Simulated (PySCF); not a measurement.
## Highest orbital energy against ionisation energy along the second row

Calculated with PySCF 2.14, no spin-orbit coupling. Each cell gives −ε(HOMO) / ΔSCF in eV; NIST values include spin-orbit coupling, (s) semi-empirical, (t) theoretical.

```
                               species              UHF              LDA              PBE             PBE0           r2SCAN  NIST (lowest levels)
 B(2+) (dyall-acv3z, non-relativistic)  37.823 / 37.819  32.359 / 37.899  32.656 / 38.290  34.054 / 38.230  32.889 / 37.854                37.931
 C(2+) (dyall-acv3z, non-relativistic)  46.098 / 45.778  40.157 / 46.948  40.362 / 47.107  42.039 / 47.042  40.666 / 46.616                47.888
 N(2+) (dyall-acv3z, non-relativistic)  48.037 / 47.299  38.583 / 47.871  38.833 / 48.026  41.260 / 48.008  39.775 / 48.218            47.445 (s)
 O(2+) (dyall-acv3z, non-relativistic)  55.798 / 54.612  44.991 / 55.425  45.066 / 55.275  47.901 / 55.309  46.124 / 55.605            54.936 (s)
 F(2+) (dyall-acv3z, non-relativistic)  63.890 / 62.258  51.614 / 63.188  51.572 / 62.859  54.825 / 62.936  52.815 / 63.177            62.708 (s)
Ne(2+) (dyall-acv3z, non-relativistic)  64.124 / 61.822  52.163 / 63.644  52.557 / 63.886  55.756 / 63.734  53.406 / 63.619                63.423
```

Problem. How far is −ε(HOMO) from ΔSCF on average for each method, and why?

Solution. UHF 1.03 eV; LDA -9.18 eV; PBE -9.07 eV; PBE0 -6.57 eV; r2SCAN -8.24 eV. Hartree-Fock orbital energies lack relaxation and so exceed the ΔSCF value; semilocal functionals have convex E(N) from self-interaction, so their HOMO lies far too high; exact exchange moves hybrids part of the way back.
